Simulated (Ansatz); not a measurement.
Process, species as SMILES: [O]=[Ge]([F])[F] -> [O]=[Ge]([F])[F] as doublet, charge +1 + e-
Structures are relaxed separately at B3LYP-D3(BJ)/def2-TZVP in Ansatz (a first-principles code).

Wanted: adiabatic ionisation energy (electronic energy difference), in eV. Cores are frozen in the correlated levels unless marked. Open shells are spin-unrestricted. No spin-orbit coupling. The frozen core is the preceding noble-gas configuration, with the filled d and f shells of earlier blocks. No relativistic terms. CBS marks a two-point X^-3 extrapolation of the correlation energy; Hartree-Fock from the larger set. [CCSD(T)-MP2]/basis is that difference in the basis named.

```csv
level,program,adiabatic ionisation energy (eV)
HF/cc-pVTZ,Ansatz,9.44
PBE0-D4/def2-TZVP,Ansatz + dftd4,11.27
```

**Question.** Predict the RI-MP2/CBS(cc-pVTZ,cc-pVQZ)+[CCSD(T)-MP2]/cc-pVTZ result (Ansatz).

**Answer.** 11.52 eV
